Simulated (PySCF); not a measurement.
C$_{4}$H$_{12}$NSi, doublet, geometry from GFN2-xTB. Base run: PBE/6-31G in PySCF.

Here is a job for PySCF.
```python
from pyscf import gto, scf, dft

mol = gto.Mole()
mol.atom = '''
    C     1.475983   -0.631832    1.360728
    N     0.909895    0.029489    0.216181
    C     1.921869    0.558112   -0.658103
    Si   -0.676309   -0.374358   -0.374498
    C    -1.824993   -0.518541    1.143151
    C    -1.247137    1.069354   -1.485401
    H     2.107710   -1.481198    1.070243
    H     2.097414    0.071553    1.923872
    H     0.684928   -0.994820    2.009380
    H     1.458848    1.069721   -1.496068
    H     2.576409   -0.231686   -1.048835
    H     2.546350    1.271948   -0.111774
    H    -2.862566   -0.497578    0.825595
    H    -1.673908   -1.442563    1.691988
    H    -1.668923    0.310808    1.830799
    H    -0.763736    1.062207   -2.457060
    H    -2.316907    1.004876   -1.656537
    H    -1.040897    2.028753   -1.014157
'''
mol.basis = '6-31g'
mol.charge = 0
mol.spin = 1
mol.verbose = 4
mol.build()

mf = dft.UKS(mol)
mf.xc = 'pbe'
mf.kernel()
mf.analyze()
```

Variants of this job, named by their change:

```tsv
change	ΔE vs base (mEh)	grid points	electrons on the grid
base	0.000	207256	56.99996
grids.level = 7	-0.004	1119864	57.00000
grids.radi_method = mura_knowles	0.000	197880	56.99996
grids.radi_method = gauss_chebyshev	0.000	202456	56.99996
grids.atom_grid = (150, 974)	-0.004	1462080	57.00000
grids.level = 1	-0.005	61920	57.00036
grids.becke_scheme = stratmann	0.001	207256	56.99995
grids.atom_grid = (75, 302)	-0.004	262296	56.99999
grids.level = 0	-77.925	14472	57.02472
grids.atom_grid = (50, 194)	-0.040	118944	57.00036
grids.level = 5	-0.004	540064	57.00000
```

Open shells are given as the SCF converged; they aren't shown to be the lowest states, and a large step between rows can be another state.
